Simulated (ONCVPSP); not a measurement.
## Scattering properties, ONCV potential for Pb

```
Element                 : lead
Generator               : ONCVPSP 4.0.1
Type                    : optimised norm-conserving Vanderbilt (ONCV)
Functional              : PBE
Relativity              : scalar-relativistic
Frozen core             : [Xe] 4f14 5d10
Valence charge          : 4
Reference configuration : 6s2 6p1 (charge +1)
Partial waves           : 6s: rc 1.80 bohr, ncon 3, nbas 6, qcut 3.1 1/bohr, 3 projectors, debl 3.7 Ha; 6p: rc 2.50 bohr, ncon 4, nbas 7, qcut 3.1 1/bohr, 2 projectors, debl 2.4 Ha
Local potential         : polynomial inside 1.50 bohr (lpopt 5, dvloc0 1 Ha)
Core correction         : Teter function, fcfact 2.75, rcfact 1
```

The phase is arctan(r·R′/R) of the radial function R(r), unwrapped; energies in Ha, scanned from -2 to 5 Ha. A pole is an energy at which the radial function vanishes at the test radius. The pseudo phase is shifted by a multiple of π to meet the all-electron one at the reference energy, and phase errors are pseudo minus all-electron; the curves can meet again beyond the range given. Levels narrower than the energy grid can be missing from the lists of poles.

| channel | radius (bohr) | reference energy (Ha) | poles, all-electron | poles, pseudo | unbroken range about the reference energy with phases within 0.05 rad | phase error 1 Ha above the reference energy (rad) |
| --- | --- | --- | --- | --- | --- | --- |
| s | 1.83 | -0.71 | 2.64 | 2.64 | the whole range | -0.001 |
| p | 2.54 | -0.36 | 0.93 | 0.92 | below 2.7 | -0.002 |

Note: no bound ghost flagged; GHOST(+) flagged for p at 56.8 eV, s at 142.4 eV.

Phases in the p channel:

```
E (Ha)  all-electron  pseudo
 -1.98         1.252   1.248
 -1.62         1.177   1.173
 -1.26         1.035   1.031
 -0.90         0.681   0.677
 -0.54        -0.308  -0.309
 -0.18        -1.094  -1.094
  0.18        -1.362  -1.363
  0.54        -1.486  -1.488
  0.90        -1.565  -1.566
  1.26        -1.628  -1.630
  1.62        -1.693  -1.695
  1.98        -1.779  -1.779
  2.34        -1.933  -1.925
  2.70        -2.377  -2.316
  3.06        -3.686  -3.535
  3.42        -4.292  -4.241
  3.78        -4.473  -4.448
  4.14        -4.557  -4.542
  4.50        -4.608  -4.598
  4.86        -4.643  -4.636
```
